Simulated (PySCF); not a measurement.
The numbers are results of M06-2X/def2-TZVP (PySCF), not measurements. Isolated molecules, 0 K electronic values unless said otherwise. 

Reference species (SMILES): `[CH3][InH][CH3]` (neutral, multiplicity 1).

```yaml
HOMO–LUMO gap: 7.43 eV
LUMO: -0.82 eV
HOMO: -8.25 eV
```

Changed species: `[InH3]` (3 of 3 CH3 replaced by H; the reference has 1 of 3 CH3 replaced by H).

Q: Predict the effect on the HOMO–LUMO gap, LUMO and HOMO.

A: the HOMO–LUMO gap increases by 0.35 eV, to 7.78 eV; the LUMO falls by 0.60 eV, to -1.42 eV; the HOMO drops by 0.95 eV, to -9.20 eV.
